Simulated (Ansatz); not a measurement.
Cost and result for the atomization energy of Cl₃H₃O₂Si₂, SMILES `O[Si](O)(Cl)[SiH](Cl)Cl` (10 atoms, 9 bonds).

Z-matrix (Å, degrees):
```
Si
O 1 1.622
Cl 1 2.057 2 112.2
O 1 1.633 2 108.8 3 119.9
Si 1 2.335 2 107.3 3 -117.9
H 2 0.960 1 119.4 3 -66.2
H 4 0.959 1 118.0 2 -161.8
Cl 5 2.045 1 110.4 2 69.6
Cl 5 2.055 1 106.1 2 -171.7
H 5 1.479 1 115.3 2 -52.9
```

Charge 0, multiplicity 1. Geometry: relaxed with PBE0-D4/def2-TZVP. It is one conformer, not always the lowest. Program: Ansatz. All runs use 2 threads of an AMD EPYC 7R13 on a shared host and a share of an NVIDIA H100 80 GB. Times are those of one run each, without the atoms' runs, and a repeat can differ threefold. Electronic energies, without spin–orbit coupling; frozen cores. CCSD(T)/CBS adds CCSD(T) − MP2 in def2-TZVPP to the MP2 limit, and its time is that of the two runs behind it. T1 = 0.011. B3LYP takes the VWN-RPA correlation (the form of Gaussian; ORCA's B3LYP/G).

CCSD(T)/CBS is a level of theory with its own doubt, some kJ/mol a heavy atom from the limit and from the frozen cores, so smaller differences don't rank the functionals.

| level | functions | wall time | atomization (kJ/mol) | difference from CCSD(T)/CBS | per bond |
| --- | --- | --- | --- | --- | --- |
| PBE0-D4/def2-TZVPP | 314 | 9.5 s | 3601.8 | -41.3 | -4.6 |
| B2PLYP/def2-TZVPP | 314 | 10 s | 3547.7 | -95.4 | -10.6 |
| ωB97X-V/def2-TZVPP | 314 | 11 s | 3644.1 | 1.0 | 0.1 |
| PBE-D4/def2-TZVPP (with forces) | 314 | 11 s | 3671.7 | 28.6 | 3.2 |
| B3LYP-D4/def2-TZVPP (with forces) | 314 | 12 s | 3576.1 | -67.0 | -7.4 |
| r2SCAN-D4/def2-TZVPP (with forces) | 314 | 13 s | 3647.0 | 3.9 | 0.4 |
| ωB97M-V/def2-TZVPP (with forces) | 314 | 15 s | 3642.7 | -0.4 | 0.0 |
| MP2/def2-QZVPP | 554 | 17 s | 3723.2 | 80.1 | 8.9 |
| CCSD(T)/def2-TZVPP | 314 | 18 s | 3504.5 | -138.6 | -15.4 |
| CCSD(T)/CBS(def2) | – | 35 s | 3643.1 | 0.0 | 0.0 |

From PBE to PBE0 (25 % exact exchange), in def2-TZVPP and without D4, the atomization energy moves by −64.7 kJ/mol: exact exchange takes away binding that semilocal exchange gives to molecules. The D4 term adds +64.8 kJ/mol with B3LYP and +34.6 kJ/mol with PBE0; it sums over pairs of atoms, weighted by their polarisabilities, and B3LYP, whose exchange is more repulsive, gets the larger term. In def2-TZVPP, CCSD(T) changes the Hartree–Fock value by +912.5 kJ/mol (the triples alone add +69.8 kJ/mol) and MP2 by +1048.6 kJ/mol; breaking electron pairs costs correlation energy, which Hartree–Fock lacks.
